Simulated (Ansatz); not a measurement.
`C[Si](O)(F)[SiH3]`, one more setting.

```yaml
crystal:
  periodic: [false, false, false]
  atoms:
    - {symbol: C, position_ang: [-1.717180, 0.154783, -0.038665]}
    - {symbol: Si, position_ang: [0.060018, 0.425388, 0.442747]}
    - {symbol: O, position_ang: [0.309960, -0.210369, 2.005096]}
    - {symbol: F, position_ang: [0.330692, 1.985528, 0.502845]}
    - {symbol: Si, position_ang: [1.687654, -0.516660, -0.926826]}
    - {symbol: H, position_ang: [-1.930720, 0.672767, -1.019956]}
    - {symbol: H, position_ang: [-2.353904, 0.656666, 0.679413]}
    - {symbol: H, position_ang: [-2.003127, -0.848572, -0.117712]}
    - {symbol: H, position_ang: [-0.260588, -0.018936, 2.659828]}
    - {symbol: H, position_ang: [1.442124, 0.013526, -2.319014]}
    - {symbol: H, position_ang: [1.403755, -2.044439, -1.047827]}
    - {symbol: H, position_ang: [2.993964, -0.320205, -0.451140]}
basis:
  gaussian: {orbitals: x2c-TZVPPall, point_charges: [{charge: 0.50, position_ang: [6.751, -0.879, 0.152]}]}
total_charge: -1
magnetization: {spin_polarized: true, initial_magnetization: 1}
hamiltonian: {xc: {name: HF}}
correlation: {method: rpa}
accuracy: high
```

```sh
$ ansatz run in.yaml --threads 4 --pin off --events-out ev --progress --plain --max-ram 10444MiB
```

It prints (some lines left out):

```
Functional definition: HF
4805 factors; integrals over basis functions are off by at most 3.6e-8 eV
mean field evaluation 1: about -21646.7458 eV, gradient 2.4e1 eV
mean field evaluation 2: about -21646.7576 eV, gradient 2.4e1 eV
mean field evaluation 4: about -21650.1664 eV, gradient 3.3e0 eV
mean field evaluation 8: about -21650.4662 eV, gradient 8.9e-1 eV
mean field evaluation 16: about -21650.7171 eV, gradient 5.6e-2 eV
mean field evaluation 32: about -21650.6947 eV, gradient 1.2e0 eV
mean field evaluation 64: about -21650.7009 eV, gradient 2.2e-1 eV
mean field evaluation 96: about -21650.7058 eV, gradient 3.7e-1 eV
mean field evaluation 128: about -21650.7171 eV, gradient 1.1e-3 eV
mean field evaluation 160: about -21650.7171 eV, gradient 1.4e-7 eV
mean field -21650.71711460 eV, -795.6491785783 hartree, gradient 8.6e-8 eV, S^2 0.761602; 13 other end points of the search recorded, 0 dependent functions left out
13 core orbitals not correlated: weight in the atoms' cores, before any rotation towards them, 1.000 or more for the frozen orbitals, at most 0.000 for the correlated occupied ones
reference -21650.71711460 eV, -795.6491785783 hartree; 17, 16 occupied and 245, 246 virtual orbitals, 4805 factors
Total energy: -21681.63346992 eV, -796.7853336805 hartree
Relativity: scalar
```

Hardware: 4 threads of an Arm Neoverse V1 on a shared host. Wall time 120 s, peak host memory 3 GiB.
